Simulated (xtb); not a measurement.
C2HCl2 (SMILES Cl[C]=CCl), doublet, at a GFN2-xTB geometry, atoms displaced at random by about 0.1 Å a coordinate; xtb with GFN2-xTB.

Here is a job for xtb.
```
$ xtb mol.xyz --gfn 2 --uhf 1 --opt extreme --json

# file mol.xyz
5

Cl     2.03771548    -0.17591694     0.03459683
C      0.32544372    -0.82781820     0.03488912
C     -0.81468917    -0.54808470     0.12507084
Cl    -1.72703877     0.96993394     0.04038707
H     -1.64653566    -1.39523257     0.05113253
```

Q: Write the output that xtb gives for this input, abridged.

A: 
```
   ID    Z sym.   atoms
    1   17 Cl     1, 4
    2    6 C      2, 3
    3    1 H      5

           -------------------------------------------------
          |                Calculation Setup                |
           -------------------------------------------------

           -------------------------------------------------
          |                 G F N 2 - x T B                 |
           -------------------------------------------------

          ...................................................
          :                      SETUP                      :
          :.................................................:
          :  # basis functions                  29          :
          :  # atomic orbitals                  27          :
          :  # shells                           11          :
          :  # electrons                        23          :
          :  max. iterations                   250          :
          :  Hamiltonian                  GFN2-xTB          :
          :  restarted?                      false          :
          :  GBSA solvation                  false          :
          :  PC potential                    false          :
          :  electronic temp.          300.0000000     K    :
          :  accuracy                    1.0000000          :
          :  -> integral cutoff          0.2500000E+02      :
          :  -> integral neglect         0.1000000E-07      :
          :  -> SCF convergence          0.1000000E-05 Eh   :
          :  -> wf. convergence          0.1000000E-03 e    :
          :  Broyden damping             0.4000000          :
          :  net charge                          0          :
          :  unpaired electrons                  1          :
          ...................................................

 iter      E             dE          RMSdq      gap      omega  full diag
   1    -13.8685539 -0.138686E+02  0.635E+00    4.40       0.0  T
   2    -13.8780114 -0.945757E-02  0.374E+00    4.49       1.0  T
   3    -13.8715940  0.641744E-02  0.190E+00    4.34       1.0  T
   4    -13.8805725 -0.897850E-02  0.520E-01    4.47       1.0  T
   5    -13.8814810 -0.908542E-03  0.277E-01    4.47       1.0  T
   6    -13.8815679 -0.868990E-04  0.212E-01    4.49       1.0  T
   7    -13.8816732 -0.105208E-03  0.789E-02    4.52       1.0  T
   8    -13.8816870 -0.138685E-04  0.427E-02    4.53       1.0  T
   9    -13.8816897 -0.265067E-05  0.203E-02    4.54       2.2  T
[...]
 * total energy  :   -13.7729220 Eh     change       -0.4298476E-02 Eh
 * total energy  :   -13.7755450 Eh     change       -0.2622989E-02 Eh
 * total energy  :   -13.7767000 Eh     change       -0.1154948E-02 Eh
 * total energy  :   -13.7769973 Eh     change       -0.2972791E-03 Eh
 * total energy  :   -13.7773429 Eh     change       -0.3456753E-03 Eh
 * total energy  :   -13.7774554 Eh     change       -0.1125025E-03 Eh
 * total energy  :   -13.7774839 Eh     change       -0.2847446E-04 Eh
 * total energy  :   -13.7774877 Eh     change       -0.3826759E-05 Eh
 * total energy  :   -13.7774888 Eh     change       -0.1018259E-05 Eh
 * total energy  :   -13.7774888 Eh     change       -0.4327351E-07 Eh
 * total energy  :   -13.7774888 Eh     change       -0.5370318E-07 Eh
 * total energy  :   -13.7774889 Eh     change       -0.5322683E-08 Eh
   *** GEOMETRY OPTIMIZATION CONVERGED AFTER 14 ITERATIONS ***
         :: total energy             -13.777488853022 Eh    ::
[...]
        27                          0.7425746              20.2065
      -------------------------------------------------------------
                  HL-Gap            0.1341364 Eh            3.6500 eV
             Fermi-level           -0.3411571 Eh           -9.2834 eV

     #   Z          covCN         q      C6AA      α(0)
     1  17 Cl       0.913     0.018    98.651    15.195
     2   6 C        1.903     0.019    30.624     8.937
     3   6 C        2.813     0.022    27.510     8.593
     4  17 Cl       0.916    -0.160   104.148    15.613
     5   1 H        0.926     0.102     1.770     2.080

 Mol. C6AA /au·bohr⁶  :       1039.394673
 Mol. C8AA /au·bohr⁸  :      37106.409964
 Mol. α(0) /au        :         50.418912

Wiberg/Mayer (AO) data.
largest (>0.10) Wiberg bond orders for each atom

 ---------------------------------------------------------------------------
     #   Z sym  total        # sym  WBO       # sym  WBO       # sym  WBO
 ---------------------------------------------------------------------------
     1  17 Cl   1.473 --     2 C    1.284     3 C    0.113
     2   6 C    3.456 --     3 C    1.997     1 Cl   1.284     4 Cl   0.161
     3   6 C    3.915 --     2 C    1.997     5 H    0.946     4 Cl   0.859
                             1 Cl   0.113
     4  17 Cl   1.083 --     3 C    0.859     2 C    0.161
     5   1 H    0.990 --     3 C    0.946
 ---------------------------------------------------------------------------

Topologies differ in total number of bonds
Writing topology from bond orders to xtbtopo.mol

molecular dipole:
                 x           y           z       tot (Debye)
 q only:        0.200      -0.634       0.007
   full:        0.277      -0.258       0.002       0.962
molecular quadrupole (traceless):
                xx          xy          yy          xz          yz          zz
 q only:       -0.246       2.607       0.266       0.002      -0.101      -0.020
  q+dip:        2.042       3.049      -0.994       0.004      -0.043      -1.048
   full:        1.031       2.768      -0.163       0.009      -0.049      -0.867

optimized geometry written to: xtbopt.xyz

           -------------------------------------------------
          | TOTAL ENERGY              -13.777488853022 Eh   |
          | GRADIENT NORM               0.000015738830 Eh/α |
          | HOMO-LUMO GAP               3.650037752828 eV   |
           -------------------------------------------------

normal termination of xtb
```
